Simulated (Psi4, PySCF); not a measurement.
Input for PySCF:
```python
from pyscf import gto, scf, dft

mol = gto.Mole()
mol.atom = '''
    F     1.23800956   -1.23601556    0.52034499
    C     1.02696466   -0.18445344   -0.21020972
    F     1.57242578    0.87660154    0.30034638
    C    -0.71653643    0.09712544   -0.15651253
    F    -0.98326730    0.26981887    1.09638611
    F    -0.91782864    1.15425581   -0.87502986
    F    -1.25403533   -0.96967226   -0.65385338
    H     1.23969399   -0.33092755   -1.29341463
'''
mol.basis = 'def2-svp'
mol.charge = 1
mol.spin = 1
mol.verbose = 4
mol.build()

mf = dft.UKS(mol)
mf.xc = 'pbe0'
mf.grids.atom_grid = (99, 590)
mf.grids.prune = None
mf.kernel()
```

Task: Convert this to an input for Psi4.

Result: This is not unique; one that fits is 
```
memory 2 GB

molecule mol {
1 2
F     1.238010   -1.236016    0.520345
C     1.026965   -0.184453   -0.210210
F     1.572426    0.876602    0.300346
C    -0.716536    0.097125   -0.156513
F    -0.983267    0.269819    1.096386
F    -0.917829    1.154256   -0.875030
F    -1.254035   -0.969672   -0.653853
H     1.239694   -0.330928   -1.293415
}

set {
  basis def2-svp
  reference uks
  scf_type pk
  puream true
  d_convergence 1e-8
  dft_radial_points 99
  dft_spherical_points 590
}

energy('pbe0')
print_variables()
```

Both were run: PySCF gave -574.592404 Eh and Psi4 -574.592404 Eh, 0.000 mEh apart.
